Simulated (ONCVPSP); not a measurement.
## Before and after: ONCV potential for N (Z = 7)

N, optimised norm-conserving Vanderbilt (ONCV), made with ONCVPSP 4.0.1 (PBE, scalar-relativistic). Core [He], reference 2s2 2p3. Waves: 2s: rc 1.05 bohr, ncon 4, nbas 7, qcut 7.5 1/bohr, 2 projectors, debl 3.8 Ha; 2p: rc 2.45 bohr, ncon 4, nbas 8, qcut 6.3 1/bohr, 1 projector; d scattering state at 0.42 Ha: rc 1.95 bohr, ncon 4, nbas 7, qcut 5.5 1/bohr, 2 projectors, debl 1.7 Ha. Local part: polynomial inside 0.70 bohr (lpopt 5, dvloc0 0 Ha). Core correction: Teter function, fcfact 2.75, rcfact 1.6.

All-electron outer shells of the reference configuration (PBE, scalar-relativistic, ld1.x):

| shell | level (eV) | outermost node (bohr) | outermost maximum (bohr) |
| --- | --- | --- | --- |
| 1s | -384.72 | – | 0.15 |
| 2s | -18.58 | 0.32 | 1.02 |
| 2p | -7.09 | – | 0.98 |

Change: s: rc 0.7.

Cutoffs: the cutoffs (Ha) at which the residual kinetic energy of the hardest occupied pseudo-wave falls to 1 and 0.1 mHa per electron; they do not see the model core or the augmentation charge, which bear on the density cutoff. Errors are all-electron minus pseudo energies relative to the spin-unpolarised reference configuration.

Predict the effect on cutoff, ghosts and configuration errors.

The potential gets harder (26 Ha and 83 Ha → 163 Ha and 246 Ha); a bound ghost appears in s, which as a rule spoils a file; the errors of the 4 common tests hardly move. A smaller radius makes the pseudo-wave follow the all-electron one further in, where it bends more sharply, so more plane waves are needed.

```csv
quantity,base,changed
"cutoff, loose",26 Ha,163 Ha
"cutoff, tight",83 Ha,246 Ha
loose cutoff by channel,"s 26 Ha, p 13 Ha","s 163 Ha, p 13 Ha"
bound ghosts,none,s
GHOST(+) flags under 300 eV,d at 110.9 eV,d at 110.9 eV
"error for 2s2 2p2, meV [ΔE 13.59 eV]",+100,+100
"error for 2s2 2p1, meV [ΔE 42.44 eV]",+841,+841
"error for 2s2 2p0, meV [ΔE 89.53 eV]",+3211,+3184
"error for 2s1 2p4, meV [ΔE 11.51 eV]",-29,-27
p: phases at 2.49 bohr within 0.05 rad from the reference energy up to (Ha; the scan ends near 5),0.3,0.3
d: phases at 1.98 bohr within 0.05 rad from the reference energy up to (Ha; the scan ends near 5),3.6,3.6
"rms error of d²Exc/dni dnj with the model core, mHa",1.37,1.35
```

 A true bound ghost makes a file unfit for plane-wave use even where its test errors are small: the radial tests pick states by their node count and pass the ghost by.
